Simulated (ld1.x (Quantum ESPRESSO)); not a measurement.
## fluorine ultrasoft: all-electron and pseudo phase curves

* Element: F (Z = 9)
* Generator: ld1.x (Quantum ESPRESSO) 7.5
* Type: ultrasoft
* Functional: LDA (PZ)
* Relativity: non-relativistic
* Frozen core: [He]
* Valence charge: 7
* Reference configuration: 2s1.75 2p5.25
* Partial waves: 2s (bound): rcut 0.50, rcutus 0.60 bohr; 2s channel at -0.45 Ry: rcut 0.50, rcutus 0.60 bohr; 2p (bound): rcut 1.85, rcutus 2.05 bohr; 2p channel at 0.7 Ry: rcut 1.85, rcutus 2.05 bohr
* Local potential: all-electron potential smoothed inside 2.00 bohr (lloc = -1)
* Core correction: a·sin(br)/r model core, default radius (core density twice the valence density)
* Augmentation charge: PSQ, radius 0.55 bohr

The phase is arctan(r·u′/u) with u = r·R(r), unwrapped; energies in Ry, scanned from -4 to 5 Ry. A pole is an energy at which the radial function vanishes at the test radius. The pseudo phase is shifted by a multiple of π to meet the all-electron one at the reference energy, and phase errors are pseudo minus all-electron; the curves can meet again beyond the range given. Levels narrower than the energy grid can be missing from the lists of poles.

```json
{"channel": "s", "radius (bohr)": "2.25", "reference energy (Ry)": "-2.18", "poles, all-electron": "-2.02", "poles, pseudo": "-2.02", "unbroken range about the reference energy with phases within 0.05 rad": "the whole range", "phase error 1 Ry above the reference energy (rad)": "-0.000"}
{"channel": "p", "radius (bohr)": "2.25", "reference energy (Ry)": "-0.84", "poles, all-electron": "-0.59", "poles, pseudo": "-0.59", "unbroken range about the reference energy with phases within 0.05 rad": "the whole range", "phase error 1 Ry above the reference energy (rad)": "+0.000"}
```

Phases in the s channel:

```tsv
E (Ry)	all-electron	pseudo
-4.00	1.318	1.318
-3.52	1.288	1.288
-3.04	1.232	1.232
-2.56	1.029	1.029
-2.08	-1.498	-1.498
-1.60	-1.758	-1.758
-1.12	-1.839	-1.839
-0.64	-1.909	-1.909
-0.16	-1.995	-1.995
0.32	-2.128	-2.128
0.80	-2.373	-2.373
1.28	-2.888	-2.889
1.76	-3.656	-3.656
2.24	-4.145	-4.146
2.72	-4.376	-4.377
3.20	-4.501	-4.501
3.68	-4.579	-4.579
4.16	-4.633	-4.634
4.64	-4.675	-4.675
```
